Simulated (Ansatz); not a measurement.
Reaction (ligand exchange at a B–C bond): `COCBCl` + `CCS` → `CCSBCl` + dimethyl ether

Gas-phase electronic energies from Ansatz, PBE0-D4/def2-TZVP geometries. CCSD(T)/CBS adds triple-zeta CCSD(T) − MP2 to the extrapolated MP2 energy (def2 sets, frozen cores). One conformer a species, not always the lowest.

```tsv
species	HF/def2-TZVPP energy (Eh)
`COCBCl`	-638.37253
`CCS`	-476.80201
`CCSBCl`	-961.07360
`COC`	-154.13249
```

(1) Work out ΔE.

Largest T1 diagnostic among the species: 0.012.

Answers

(1) ΔE = (-961.07360) + (-154.13249) − (-638.37253) − (-476.80201) = -0.03155 Eh = -19.8 kcal/mol. CCSD(T)/CBS gives -23.3 kcal/mol.

The D4 term adds −1.2 kcal/mol with B3LYP and −0.6 kcal/mol with PBE0; it sums over pairs of atoms, weighted by their polarisabilities, and B3LYP, whose exchange is more repulsive, gets the larger term. At CCSD(T), def2-SVP lies −1.3 kcal/mol from the extrapolated value and def2-TZVPP +0.2 kcal/mol. From BLYP to BHLYP (50 % exact exchange), in def2-TZVPP and without D4, ΔE moves by +0.9 kcal/mol.

B3LYP here is the variant with VWN-RPA as its local correlation; programs differ in this.
